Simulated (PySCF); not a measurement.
Level of theory: PBE-D3(BJ)/def2-TZVP // M06-2X/def2-TZVP (PySCF 2.14.0). Isolated molecules, 0 K electronic values unless said otherwise. One relaxed conformer stands for a flexible species; it need not be the lowest. Delta-SCF ions had no search for a lower state. 

Reference species (SMILES): `B` (neutral, multiplicity 1).

- LUMO = -3.04 eV
- vertical ionisation energy (Delta-SCF) = 12.91 eV

Changed species: `BC(=O)OC` (X = methoxycarbonyl; the reference has X = H).

Task: Predict the effect on the LUMO and vertical ionisation energy (Delta-SCF).

Result: the LUMO rises by 0.07 eV, to -2.97 eV; the vertical ionisation energy (Delta-SCF) falls by 2.74 eV, to 10.17 eV.
